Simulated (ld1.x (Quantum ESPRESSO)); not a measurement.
## Reading a pseudo-wave (Kr)

Columns: radius, all-electron u(r) and pseudo u(r) of the 4p shell (level -9.35 eV) of krypton in the configuration [Ar] 3d10 4s2 4p6; BP86, scalar-relativistic, PAW scheme, ld1.x (Quantum ESPRESSO) 7.5.

```json
{"r (bohr)": "0.082", "all-electron": "0.2197", "pseudo": "0.0077"}
{"r (bohr)": "0.165", "all-electron": "0.0919", "pseudo": "0.0307"}
{"r (bohr)": "0.248", "all-electron": "-0.1664", "pseudo": "0.0678"}
{"r (bohr)": "0.330", "all-electron": "-0.3282", "pseudo": "0.1165"}
{"r (bohr)": "0.413", "all-electron": "-0.3600", "pseudo": "0.1756"}
{"r (bohr)": "0.495", "all-electron": "-0.2930", "pseudo": "0.2410"}
{"r (bohr)": "0.578", "all-electron": "-0.1680", "pseudo": "0.3112"}
{"r (bohr)": "0.660", "all-electron": "-0.0203", "pseudo": "0.3817"}
{"r (bohr)": "0.742", "all-electron": "0.1302", "pseudo": "0.4507"}
{"r (bohr)": "0.825", "all-electron": "0.2726", "pseudo": "0.5167"}
{"r (bohr)": "0.908", "all-electron": "0.3984", "pseudo": "0.5768"}
{"r (bohr)": "0.990", "all-electron": "0.5036", "pseudo": "0.6292"}
{"r (bohr)": "1.072", "all-electron": "0.5897", "pseudo": "0.6739"}
{"r (bohr)": "1.155", "all-electron": "0.6582", "pseudo": "0.7109"}
{"r (bohr)": "1.238", "all-electron": "0.7096", "pseudo": "0.7397"}
{"r (bohr)": "1.320", "all-electron": "0.7454", "pseudo": "0.7606"}
{"r (bohr)": "1.402", "all-electron": "0.7681", "pseudo": "0.7744"}
{"r (bohr)": "1.485", "all-electron": "0.7800", "pseudo": "0.7817"}
{"r (bohr)": "1.568", "all-electron": "0.7824", "pseudo": "0.7826"}
{"r (bohr)": "1.650", "all-electron": "0.7772", "pseudo": "0.7772"}
{"r (bohr)": "1.733", "all-electron": "0.7658", "pseudo": "0.7658"}
{"r (bohr)": "1.815", "all-electron": "0.7498", "pseudo": "0.7498"}
{"r (bohr)": "1.898", "all-electron": "0.7298", "pseudo": "0.7298"}
{"r (bohr)": "1.980", "all-electron": "0.7072", "pseudo": "0.7072"}
{"r (bohr)": "2.062", "all-electron": "0.6826", "pseudo": "0.6826"}
{"r (bohr)": "2.145", "all-electron": "0.6564", "pseudo": "0.6564"}
```

Question: How many radial nodes do the two functions have?

Answer: The all-electron 4p function has n − l − 1 = 2; the pseudo-wave has 0, since the states of the same l below it are removed with the core.

Question: At about which radius was the pseudo-wave matched?

Answer: 1.65 bohr, where the columns begin to agree (steps of 0.08 bohr).

Question: Is the pseudo-wave norm-conserving?

Answer: No, it belongs to a PAW set: the norm inside the radius is not constrained, and the difference is carried by the augmentation charge.
